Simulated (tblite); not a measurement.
`[SiH3]C[C@@H]1CN[SiH2]C1`. Computed geometry: GFN2-xTB, gas phase.

```
atom  x, y, z in Å
Si1    2.8344   -0.0350   -0.3601
C2     1.2197   -1.0322   -0.2326
C3     0.0584   -0.2406    0.3595
C4    -1.2192   -1.0783    0.4749
N5    -2.2967   -0.1500    0.7471
Si6   -2.0767    1.4089    0.0676
C7    -0.2949    1.0066   -0.4515
H8     3.0538    0.7113    0.8813
H9     2.7850    0.8996   -1.4867
H10    3.9446   -0.9686   -0.5707
H11    0.9330   -1.3927   -1.2241
H12    1.3878   -1.9217    0.3805
H13    0.3257    0.0801    1.3723
H14   -1.3895   -1.6356   -0.4590
H15   -1.1390   -1.8068    1.2892
H16   -3.1803   -0.5799    0.9611
H17   -2.2034    2.4263    1.1142
H18   -2.9249    1.7403   -1.0858
H19   -0.2457    0.7769   -1.5170
H20    0.4228    1.8020   -0.2633
```

(1) Give the dihedral angles H13–C3–C7–H19, C2–C3–C7–H20, C4–N5–Si6–H17, H12–C2–C3–C4.

(2) Which two atoms are farthest apart?

(3) Work out the bond lengths Si1–H8, C3–H13, N5–H16, Si6–H17, C7–H19 in Å.

(4) Where is the centre of mass (commonest isotopes), and what is the radius of gyration?

(5) How far apart are these pairs, which share no bond: Si1···H15, Si6···H15, Si6···H16, H8···H9, H9···H17?

(6) Write the matrix of distances between heavy atoms (Å, lower triangle).

## Answers

(1) H13–C3–C7–H19 162° (antiperiplanar); C2–C3–C7–H20 -77° (synclinal); C4–N5–Si6–H17 -126° (anticlinal); H12–C2–C3–C4 -57° (synclinal). Dihedral signs follow IUPAC: positive where, seen along the central bond, the front bond turns clockwise onto the rear one.

(2) H10···H18, 7.40 Å; the next longest distance is 7.30 Å.

(3) For Si1–H8 the difference vector is (0.2194, 0.7463, 1.2414) Å, of length 1.4650 Å. Si1–H8 1.465; C3–H13 1.095; N5–H16 1.006; Si6–H17 1.465; C7–H19 1.091 Å.

(4) Mass 131.059 u; centre at (-0.092, 0.155, 0.026) Å; Rg = √(Σ m r²/M) = 2.262 Å. As Ia + Ib + Ic = 2 Σ m r², the three principal moments sum to 1341.6 u·Å².

(5) Si1···H15 4.653 Å (4 bonds apart); Si6···H15 3.565 Å (3 bonds apart); Si6···H16 2.444 Å (2 bonds apart); H8···H9 2.391 Å (2 bonds apart); H9···H17 5.829 Å (6 bonds apart).

(6) 
```
Si1   0.000
C2    1.902  0.000
C3    2.875  1.525  0.000
C4    4.268  2.540  1.532  0.000
N5    5.250  3.755  2.389  1.448  0.000
Si6   5.137  4.113  2.714  2.662  1.715  0.000
C7    3.299  2.549  1.529  2.462  2.604  1.899  0.000
```

Its GFN2-xTB frequencies are all real (lowest 76 cm⁻¹). The numbers are those of one conformer. 2 starts were optimised and ended at 0.00 and 0.22 kcal/mol (GFN2-xTB); the lowest of these is shown.

The run took 1.4 s of wall time on an Arm Neoverse N1 with one thread (shared host). That covers the optimisation of the geometry.
